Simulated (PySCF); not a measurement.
Numbering as in the mapped SMILES `[CH3:1][N:2]([CH3:3])[SiH2:4][F:5]`; H(Xn) means a hydrogen on atom n.

Geometry: PBE0-D3(BJ)/def2-SVP; GIAO shifts from PySCF 2.14, gas phase, non-relativistic, averaged over equivalent atoms.

At HF/pcSseg-2 (299 basis functions, 22 s wall time on 1 thread of an Arm Neoverse V1, shared host):
```json
{"atoms": "C1/C3", "δ (ppm)": "36.8"}
{"atoms": "N2", "δ (ppm)": "23.5"}
{"atoms": "Si4", "δ (ppm)": "-26.9"}
{"atoms": "F5", "δ (ppm)": "-115.5"}
{"atoms": "H(Si4)", "δ (ppm)": "4.30"}
{"atoms": "H(C1)/H(C3)", "δ (ppm)": "2.54"}
```

Referencing at the same level of theory: 13C (191.47 ppm) and 29Si (382.96 ppm) and 1H (31.68 ppm) against TMS; NH3 for 15N (260.75 ppm); 19F (245.28 ppm) against CFCl3.

**Question.** What do these become at B97-D/pcSseg-2?

**Answer.** 
| atoms | δ at B97-D/pcSseg-2 | change |
| --- | --- | --- |
| C1/C3 | 42.1 | +5.3 |
| N2 | 58.5 | +35.0 |
| Si4 | -25.7 | +1.2 |
| F5 | -168.4 | -52.9 |
| H(Si4) | 4.85 | +0.55 |
| H(C1)/H(C3) | 2.84 | +0.30 |

Referencing at the same level of theory: 13C (σ = 179.03 ppm), 29Si (σ = 336.56 ppm), 1H (σ = 31.40 ppm) against TMS; 15N (σ = 257.90 ppm) against NH3; CFCl3 for 19F (σ = 154.18 ppm).

The largest change is at F5 (fluorine bonded to Si). Cost: 299 basis functions, 55 s wall time on 1 thread of an Arm Neoverse V1, shared host.

Unscaled 19F shifts against computed CFCl3 carry errors that often reach 10 to 50 ppm. Experimental scales use liquid or dissolved standards, which lie at an offset from isolated NH3 (liquid NH3: subtract about 20 ppm).
